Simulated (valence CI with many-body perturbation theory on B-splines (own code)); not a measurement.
**Gd²⁵⁺: what each term of the Hamiltonian does**

Computed by configuration interaction combined with many-body perturbation theory (CI+MBPT): three valence electrons over a frozen Dirac-Fock core [Kr], a basis of 9 s, 9 p, 10 d, 8 f, 5 g, 3 h, 1 i functions for each j, with the one-electron correlation potential Σ1, the two-electron term Σ2, the three-electron term Σ3, Breit, model QED; selected CI, second order for the rest (own B-spline code, finite nucleus).

No measured levels were compared; by estimate terms of the open shell hold to 2 to 4 % of their energy, and close levels can change places. Only levels of the ground parity were solved; by the run's estimate the other parity begins above the list, which can be wrong where configurations are misplaced.

Each rung adds one term. CI alone is the Dirac-Coulomb CI over the frozen core; QED comes last and gives the full result, which names the levels. Energies are above (4d3/2^3) J=3/2 on the same rung, in cm⁻¹.

Levels are named by their leading jj configuration (3d3/2^4 stands for four electrons in 3d with j = 3/2), which in mixed levels can hold well under half, so a name can repeat and another be missing. Letters in brackets count levels of one name in rising energy.

```tsv
Level	CI alone	Σ1	Σ2	Σ3	Breit	QED	Full
(4d3/2^2 4d5/2) J=5/2 [a]	45619	+464	+167	+196	-1479	+166	45133
(4d3/2^2 4d5/2) J=3/2	64442	+414	-656	+259	-1234	+147	63373
(4d3/2^2 4d5/2) J=7/2	67803	+550	-830	-29	-1929	+188	65753
(4d3/2^2 4d5/2) J=9/2	74713	+519	-2026	-127	-1958	+170	71291
(4d3/2^2 4d5/2) J=1/2	75335	+452	-1046	+243	-1403	+161	73741
(4d3/2^2 4d5/2) J=5/2 [b]	114434	+652	-944	-230	-2015	+231	112127
(4d3/2 4d5/2^2) J=7/2 [a]	117943	+901	-735	-157	-2906	+319	115367
(4d3/2 4d5/2^2) J=9/2	125659	+973	-1327	+124	-3328	+340	122440
(4d3/2 4d5/2^2) J=3/2 [a]	136227	+929	+170	-291	-2786	+333	134584
(4d3/2 4d5/2^2) J=1/2	142313	+947	-315	+402	-2890	+338	140794
(4d3/2 4d5/2^2) J=11/2	152347	+1010	-3488	-113	-3563	+340	146534
(4d3/2 4d5/2^2) J=5/2 [a]	158551	+885	-2764	-991	-2646	+304	153338
(4d3/2 4d5/2^2) J=5/2 [b]	165519	+953	-1861	-589	-2940	+336	161418
(4d3/2 4d5/2^2) J=7/2 [b]	174727	+969	-3662	-580	-3123	+331	168662
(4d5/2^3) J=9/2	193082	+1437	-938	-239	-4652	+509	189199
(4d5/2^3) J=3/2	196620	+1214	+1298	-55	-3652	+436	195861
(4d3/2 4d5/2^2) J=3/2 [b]	239881	+1212	-2215	-1244	-3541	+422	234515
(4d5/2^3) J=5/2	254003	+1360	+420	-1020	-4092	+485	251157
```

The middle columns are the shifts that each term adds.

How does the ionisation energy move along the ladder, and which term matters most?

CI alone 848.85, + Σ1 851.41, + Σ2 852.92, + Σ3 852.94, + Breit 852.53, + QED 852.59 eV. The largest step is Σ1, 2.56 eV. NIST lists 851 ± 4 eV (theoretical).
